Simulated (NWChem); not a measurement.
# HfHSOF; SMILES [OH][Hf]([F])=[S]

```xyz
5

Hf     0.0008    -0.1956    -0.1789
S      0.1016     1.9973     0.1996
F      1.5472    -1.0990     0.5138
O     -1.6471    -0.9150     0.5080
H     -2.4322    -0.6627     1.0004
```
Atoms are numbered in this order, from 1.

Results from NWChem. Coordinates come from a PBE0/def2-SVP optimisation. def2 effective core potentials on Hf; no spin-orbit coupling.

Problem. What does the run give for B3LYP/def2-SVP? Quantities: highest occupied level (eV); orbital gap (eV); dipole (D).

Solution. 
```json
{
 "highest occupied level (eV)": "-6.52",
 "orbital gap (eV)": "3.09",
 "dipole (D)": "5.06"
}
```
